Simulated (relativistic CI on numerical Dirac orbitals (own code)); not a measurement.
## Hyperfine structure of W3+, mass number 183

Calculated at this level of theory: Dirac-Coulomb-Breit CI, orbitals from a KLI potential per configuration, model QED, valence Slater integrals scaled by 0.85, P86 correlation energy added to each configuration (own radial code, finite nucleus).

Configurations in the expansion (outside the closed core [Kr] 4d10 4f14 5s2): 5p6 5d3, 5p6 5d2 6s, 5p6 5d 6s2, 5p6 5d2 6p, 5p6 5d2 5f, 5p6 5d 6s 6p, 5p6 5d2 5g, 5p6 5d2 6d, 5p6 5d2 7s, 5p6 5d 5f2, 5p6 5d2 7p, 5p6 5d 6p2, 5p5 5d4, 5p6 5d2 7d, 5p6 5d 6s 7s, 5p6 5d2 6f. Levels of other configurations are missing.

Nuclear spin I = 1/2, μ = 0.11739 μN (tables of Stone and Pyykkö). The electronic factors are computed for point nuclear moments, without core polarisation; leaving it out makes A of s and p electrons in near-neutral atoms 20 to 40 % too small, and it can dominate for d and f shells.

```tsv
Level	E (cm⁻¹)	A (MHz)
5p6 5d3 4F_3/2	0.0	314
5p6 5d3 4F_5/2	2986.3	182.2
5p6 5d3 4F_7/2	5901.0	152.2
5p6 5d3 4F_9/2	8408.9	159.7
5p6 5d3 4P_1/2	11760.3	-127.3
5p6 5d3 2G_7/2	14854.4	197.5
5p6 5d3 2H_9/2	15748.7	190.2
5p6 5d3 4P_5/2	16539.2	51.26
```

Levels with J = 0, under 50 % of one LS term, or S terms without an open s electron are left out. Small factors come from cancelling terms and can be off by tens of per cent or more.

For a near-neutral ion this model can misplace configurations by up to about 10,000 cm⁻¹ (more where the count of f electrons changes) and terms by 10 to 25 % of their spread. Rates follow the energies as ν³ (E1, M1) or ν⁵ (E2), so they and the lifetimes can be off by large factors. The fine structure of a lone outer electron comes out too small, for d and f at times inverted, and misplaced configurations move strength between like terms. 42 of the 69 excited levels that our extract of the measured tables holds in this range could be paired (the sources list more); they are missed by 2377 cm⁻¹ on average and 6785 at most, and levels without a partner can miss by more. Some levels of the ground configuration have no partner and can miss by 10 % or more.

(1) Give the hyperfine levels of 5p6 5d3 4F_3/2 relative to its centre of gravity.

Results:

(1) With K = F(F + 1) − I(I + 1) − J(J + 1), E = AK/2: F = 1: -392.5, F = 2: 235.5 MHz.

LS names give the leading component of a level, which can be under half, so a name can repeat, a term be missing and a line seem to break the LS rules.
